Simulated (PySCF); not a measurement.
# One molecule, several mistakes: GeH5N2Si

All numbers below are calculated, not measured. The program is PySCF 2.14.0, an open-source quantum chemistry code, run on an isolated molecule that a program drew, which may never have been made. The molecule is GeH5N2Si (charge 0, doublet), drawn as the SMILES string `[NH]=[GeH][NH][SiH2]`.

Each row is a Hartree-Fock (HF) and frozen-core CCSD(T) single point in the cc-pV(D+d)Z basis, meant for a local HF minimum. Run 1 is clean. Each other run has one planted mistake out of seven kinds, and not every kind appears here: one electron removed, one electron added, multiplicity raised by two, geometry at a saddle point, minimal basis STO-3G, one bond length entered in bohr, all coordinates scaled. The reference is restricted for singlets and unrestricted otherwise, and also for a bond in bohr. Adding or removing an electron swaps singlet and doublet. Electrons count all cores. HOMO and LUMO are orbital energies over both spins, the gradient is its largest component, and the lowest frequency (negative if imaginary) is given only where the gradient is small. Bond lengths are over the 8 bonds as drawn. T1 is the CCSD diagnostic: over 0.02 (restricted) or 0.045 (unrestricted) a single reference is doubtful. Germanium has the cc-pVDZ-PP basis, with a core potential (ECP10MDF) in place of its 10 inner electrons, and its 3s, 3p and 3d shells are frozen in CCSD(T).

Geometry of the clean run:
```xyz
9
GeH5N2Si, angstrom
N    -0.6659    2.5733   -0.7258
Ge    0.1274    1.1506   -0.3191
N     1.8678    0.6940   -0.5618
Si    2.7373   -0.7353   -0.0862
H    -0.0779    3.2644   -1.1700
H    -0.5858    0.0014    0.3600
H     2.4116    1.4099   -1.0145
H     1.7511   -1.6704    0.5051
H     3.4175   -1.3729   -1.2431
```

| run | electrons | basis functions | <S^2> | HOMO (eV) | LUMO (eV) | gradient (hartree/bohr) | lowest frequency (cm^-1) | mean bond (Å) | longest bond (Å) | T1 | HF (hartree) | CCSD(T) (hartree) | mistake |
|---|---|---|---|---|---|---|---|---|---|---|---|---|---|
| 1 | 65 | 99 | 0.758 | -8.72 | 1.46 | 1.2e-05 | 76 | 1.4665 | 1.816 | 0.0211 | -694.06050 | -694.63865 | no fault |
| 2 | 66 | 99 | 0.000 | -0.43 | 6.70 | 7.1e-02 | - | 1.4665 | 1.816 | 0.0221 | -694.03868 | -694.64650 | one electron added |
| 3 | 65 | 99 | 0.935 | -8.07 | 1.25 | 3.4e-02 | - | 1.5325 | 1.897 | 0.0408 | -694.04297 | -694.63365 | all coordinates scaled |
| 4 | 64 | 99 | 0.000 | -13.64 | -6.79 | 7.5e-02 | - | 1.4665 | 1.816 | 0.0366 | -693.77304 | -694.36459 | one electron removed |
| 5 | 65 | 99 | 3.782 | -5.53 | 0.64 | 1.4e-01 | - | 1.4665 | 1.816 | 0.0183 | -693.96898 | -694.49875 | multiplicity raised by two |
| 6 | 65 | 99 | 1.519 | -8.77 | 1.03 | 1.9e-02 | - | 1.5784 | 1.902 | 0.0585 | -693.92050 | -694.49593 | ? |

**Which mistake was planted in run 6, and what did it cost?**

The mean bond changes by a factor of 1.076 and the longest by 1.047, so the molecule wasn't scaled as a whole. A length L in bohr read as angstrom grows by (1/0.5292 - 1) L = 0.890 L. The 8 bonds together grew by 8 x 0.1119 = 0.895 Å, which gives L = 1.006 Å. That is the length of one of the H-N bonds, 1.007 Å in the clean geometry. So the mistake is: one bond length entered in bohr. Subtracting run 1 and multiplying by 627.51 kcal/mol a hartree, the energy moved by 87.9 kcal/mol in HF and 89.6 kcal/mol in CCSD(T).

Cautions from the logs. Run 2: T1 is over the limit, so its CCSD(T) energy is less reliable; run 4: T1 is over the limit, so its CCSD(T) energy is less reliable; run 6: T1 is over the limit, so its CCSD(T) energy is less reliable.
